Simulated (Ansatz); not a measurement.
`[CH3][Sn]([F])([F])[F]` + H₂S → `[F][Sn]([F])([F])[SH]` + CH₄  (ligand exchange at the Sn–C bond)

Gas-phase electronic energies from Ansatz, PBE0-D4/def2-TZVP geometries. CBS: MP2 limit from def2 TZ/QZ plus the TZ coupled-cluster correction, frozen cores. This one scheme is used for every species. DFT in def2-TZVPP. def2 core potentials past Kr. For Sn outer-core shells are correlated without core-valence functions, which leaves a few kJ/mol of doubt a bond. Each species was taken in one conformer, which may not be the lowest.

```tsv
level	ΔE (kcal/mol)	difference from CCSD(T)/CBS
revPBE-D4	-13.7	-1.5
BLYP-D4	-13.7	-1.5
B97M-V	-15.0	-2.8
PBE0	-13.0	-0.8
BHLYP	-12.9	-0.7
LC-ωPBE	-11.9	0.3
RPA@PBE/def2-TZVPP	-10.9	1.3
CCSD(T)/def2-SVP	-13.4	-1.2
HF/def2-QZVPP	-13.4	-1.2
MP2/CBS(def2)	-12.7	-0.5
CCSD(T)/CBS	-12.2	0
```

Largest T1 diagnostic among the species: 0.015.

In def2-TZVPP, CCSD(T) changes the Hartree–Fock value by +1.7 kcal/mol (the triples alone add −0.3 kcal/mol) and MP2 by +1.1 kcal/mol. At CCSD(T), def2-SVP lies −1.2 kcal/mol from the extrapolated value and def2-TZVPP +0.7 kcal/mol. Leaving LDA and LC-ωPBE aside and taking each functional with its dispersion term where it has one, the values, not all of them listed here, spread over 2.6 kcal/mol, from B97M-V to ωB97X-V. LDA lies +1.1 kcal/mol from PBE without D4.
